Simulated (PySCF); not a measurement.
Correlation energy of Bi (bismuth, neutral)

[Xe] 4f14 5d10 6s1 6p4, high-spin 4P determinant (an excited configuration). Calculation: PySCF 2.14, in x2c-TZVPPall with one added diffuse shell each of s, p, d, f type (12s8p7d4f, 99 functions); scalar relativity by spin-free X2C-1e. Frozen: [Kr] 4d10 4f14; 23 electrons correlated.

```csv
level,correlation energy (mhartree)
CCSD,-473.60
(T),-81.52
CCSD(T),-555.12
```

Diagnostics: T1 = 0.024, D1 = 0.1343, largest double amplitude 0.582.

Spin-orbit coupling is strong in this species (close to jj coupling), so the high-spin LS determinant is a model state, not a physical level. A double-excitation amplitude exceeds 0.15, a sign of near-degeneracy.

Cost of the coupled-cluster step: roughly 2.4 core-minutes, for 23 correlated electrons.

Iterations:

```
CC2 = 0
CCSD nocc = (np.int64(13), np.int64(10)), nmo = (69, 69)
frozen orbitals [[0, 1, 2, 3, 4, 5, 6, 7, 8, 9, 10, 11, 12, 13, 14, 15, 16, 17, 18, 19, 20, 21, 22, 24, 25, 26, 27, 28, 29, 30], [0, 1, 2, 3, 4, 5, 6, 7, 8, 9, 10, 11, 12, 13, 14, 15, 16, 17, 18, 19, 20, 21, 22, 24, 25, 26, 27, 28, 29, 30]]
max_cycle = 100
direct = 0
conv_tol = 1e-08
conv_tol_normt = 1e-06
diis_space = 8
diis_start_cycle = 0
Init t2, MP2 energy = -0.47802448757014
Init E_corr(UCCSD) = -0.478024487581326
cycle = 1  E_corr(UCCSD) = -0.442507258854667  dE = 0.0355172287  norm(t1,t2) = 0.102881
cycle = 2  E_corr(UCCSD) = -0.457100753717867  dE = -0.0145934949  norm(t1,t2) = 0.0676701
cycle = 3  E_corr(UCCSD) = -0.459371793663916  dE = -0.00227103995  norm(t1,t2) = 0.0591489
cycle = 4  E_corr(UCCSD) = -0.463435339622966  dE = -0.00406354596  norm(t1,t2) = 0.0544573
cycle = 5  E_corr(UCCSD) = -0.466066028147837  dE = -0.00263068852  norm(t1,t2) = 0.051932
cycle = 6  E_corr(UCCSD) = -0.463650690828254  dE = 0.00241533732  norm(t1,t2) = 0.0534555
cycle = 7  E_corr(UCCSD) = -0.464801743258127  dE = -0.00115105243  norm(t1,t2) = 0.0484394
cycle = 8  E_corr(UCCSD) = -0.475627161211477  dE = -0.010825418  norm(t1,t2) = 0.0441652
cycle = 9  E_corr(UCCSD) = -0.470377412483815  dE = 0.00524974873  norm(t1,t2) = 0.0158229
cycle = 10  E_corr(UCCSD) = -0.474330986119335  dE = -0.00395357364  norm(t1,t2) = 0.0177023
cycle = 11  E_corr(UCCSD) = -0.473508388802094  dE = 0.000822597317  norm(t1,t2) = 0.00413293
cycle = 12  E_corr(UCCSD) = -0.473583649128388  dE = -7.52603263e-05  norm(t1,t2) = 0.00128247
cycle = 13  E_corr(UCCSD) = -0.473556171257243  dE = 2.74778711e-05  norm(t1,t2) = 0.00108789
cycle = 14  E_corr(UCCSD) = -0.473608340004207  dE = -5.2168747e-05  norm(t1,t2) = 0.00103169
cycle = 15  E_corr(UCCSD) = -0.473549714876104  dE = 5.86251281e-05  norm(t1,t2) = 0.000956321
cycle = 16  E_corr(UCCSD) = -0.473601660787782  dE = -5.19459117e-05  norm(t1,t2) = 0.00077674
cycle = 17  E_corr(UCCSD) = -0.473622663657348  dE = -2.10028696e-05  norm(t1,t2) = 0.000506856
cycle = 18  E_corr(UCCSD) = -0.473598714064172  dE = 2.39495932e-05  norm(t1,t2) = 0.00021756
cycle = 19  E_corr(UCCSD) = -0.473605444330873  dE = -6.7302667e-06  norm(t1,t2) = 0.000220127
cycle = 20  E_corr(UCCSD) = -0.473602619264004  dE = 2.82506687e-06  norm(t1,t2) = 0.000375344
cycle = 21  E_corr(UCCSD) = -0.473600550605599  dE = 2.06865841e-06  norm(t1,t2) = 1.95834e-05
cycle = 22  E_corr(UCCSD) = -0.473600833340339  dE = -2.8273474e-07  norm(t1,t2) = 1.58998e-05
cycle = 23  E_corr(UCCSD) = -0.473600723085358  dE = 1.10254981e-07  norm(t1,t2) = 4.78525e-06
cycle = 24  E_corr(UCCSD) = -0.473600662559502  dE = 6.0525856e-08  norm(t1,t2) = 2.78493e-06
cycle = 25  E_corr(UCCSD) = -0.473600674340721  dE = -1.17812186e-08  norm(t1,t2) = 3.25147e-06
cycle = 26  E_corr(UCCSD) = -0.473600651361697  dE = 2.29790236e-08  norm(t1,t2) = 6.07576e-07
cycle = 27  E_corr(UCCSD) = -0.47360064710703  dE = 4.25466712e-09  norm(t1,t2) = 2.5126e-07
UCCSD converged
E(UCCSD) = -21529.31777527881  E_corr = -0.4736006471070301
UCCSD(T) correction = -0.0815209206798204
```

This basis was not built for core-valence correlation, so the inner-shell part is incomplete.

Spin-orbit coupling is strong in this species, so the high-spin LS determinant is a model state.
